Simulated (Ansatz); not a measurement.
SiNH$_{3}$Cl$_{2}$O, singlet: a nudged elastic band.

The input file, in.yaml:

```yaml
crystal:
  periodic: [false, false, false]
  atoms:
    - {symbol: Si, position_ang: [-0.466792, 0.171048, 0.088096]}
    - {symbol: N, position_ang: [1.216558, 0.020969, 0.176639]}
    - {symbol: O, position_ang: [-1.068728, -0.651518, -1.176930]}
    - {symbol: H, position_ang: [-0.806447, -1.572549, -1.243080]}
    - {symbol: Cl, position_ang: [-1.164413, 2.066501, -0.189864]}
    - {symbol: Cl, position_ang: [-1.180273, -0.510987, 1.876743]}
    - {symbol: H, position_ang: [1.681406, 0.144970, 1.061395]}
    - {symbol: H, position_ang: [1.788789, 0.331467, -0.592999]}
basis:
  gaussian: {orbitals: def2-SVP}
hamiltonian: {xc: pbe0, dispersion: d4}
neb:
  images: 5
  climbing: true
  max_iterations: 30
  initial_path: idpp
  climb: true
  final_atoms:
    - {symbol: Si, position_ang: [-0.978721, 0.035088, 0.062485]}
    - {symbol: N, position_ang: [0.913685, -0.214534, -0.171753]}
    - {symbol: O, position_ang: [-1.635434, -1.137216, -0.641849]}
    - {symbol: H, position_ang: [1.098442, -0.251144, -1.171786]}
    - {symbol: Cl, position_ang: [-1.081322, 1.956821, -0.665121]}
    - {symbol: Cl, position_ang: [-0.966143, 0.224386, 2.111133]}
    - {symbol: H, position_ang: [1.157062, -1.119442, 0.225036]}
    - {symbol: H, position_ang: [1.492533, 0.505939, 0.251852]}
```

Run by:

```bash
ansatz run in.yaml --threads 4 --pin off --events-out ev --progress --plain --max-ram 9574MiB
```

Output of Ansatz 0.2.0:

```
Error: YAML parse error: error: line 20 column 3: unknown field `climb`, expected one of images, spring, climbing, order_check, relax_end_points, f_tol, exx_force_gate, max_iterations, max_displacement, density_extrapolation, optimiser, initial_path, freeze_fraction, magnetization_jump, magnetization_bend, levels_near_fermi, parallel_images, constraints, final_atoms
  --> <input>:20:3
   |
18 |   max_iterations: 30
19 |   initial_path: idpp
20 |   climb: true
   |   ^ unknown field `climb`, expected one of images, spring, climbing, order_check, relax_end_points, f_tol, exx_force_gate, max_iterations, max_displacement, density_extrapolation, optimiser, initial_path, freeze_fraction, magnetization_jump, magnetization_bend, levels_near_fermi, parallel_images, constraints, final_atoms
21 |   final_atoms:
22 |     - {symbol: Si, position_ang: [-0.978721, 0.035088, 0.062485]}
   |
```

The run took about 0.05 s on 4 CPU threads of a Oxide Virtual Turin-like (shared host).


The program refused the input. The block holds a key that the program does not know.